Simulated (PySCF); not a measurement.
Compound: trimethylsilanol, C3H10OSi.
SMILES with atom numbers: `[CH3:1][Si:2]([CH3:3])([CH3:4])[OH:5]` (hydrogens: H6, H7, H8 on C1; H9, H10, H11 on C3; H12, H13, H14 on C4; H15 on O5)

A GFN2-xTB structure with every atom displaced at random (by about 0.01 Å) was refined with PBE0-D3(BJ)/def2-SVP geometry optimisation, gas phase in PySCF 2.14.0. Values at the start:

```tsv
coordinate	start
C1–Si2	1.889 Å
C1–H6	1.067 Å
Si2–C3	1.904 Å
Si2–C4	1.944 Å
Si2–O5	1.631 Å
O5–H15	0.954 Å
C1–Si2–C3	111.3°
C1–Si2–C4	107.8°
C1–Si2–O5	111.4°
C3–Si2–O5	103.2°
```

Task: How do these coordinates change at the PBE0-D3(BJ)/def2-SVP level?

Result: 
```
coordinate  PBE0-D3(BJ)/def2-SVP (Å or °)  change
    Si2–C4                          1.879  -0.065
    Si2–O5                          1.680  +0.049
    Si2–C3                          1.867  -0.037
     C1–H6                          1.102  +0.035
    C1–Si2                          1.878  -0.011
    O5–H15                          0.961  +0.007
 C3–Si2–O5                          105.0    +1.8
 C1–Si2–C4                          109.3    +1.5
 C1–Si2–O5                          110.3    -1.1
 C1–Si2–C3                          110.9    -0.4
```

The energy falls by 4.7 kcal/mol over 10 energy and gradient evaluations, the largest force component goes from 0.0481 to 4.1e-04 Eh/bohr, and the atoms move by 0.053 Å rms after alignment. The bond that changes most is Si2–C4 (oxygen-bound silicon to Si-methyl carbon), which shortens by 0.065 Å. Bonds longer at the end by more than 0.005 Å: 8 of 14; shorter: 3. Rotational constants go from 3382, 3250, 3004 to 3345, 3295, 3119 MHz.

The run used 124 basis functions and 62 SCF cycles in all.

No PBE0-D3(BJ)/def2-SVP frequencies stand behind this structure, so it isn't proved a minimum.

Conformer computed: `[CH3:1][Si:2]([CH3:3])([CH3:4])[OH:5]`: H–O5–Si2–C1 -60°.
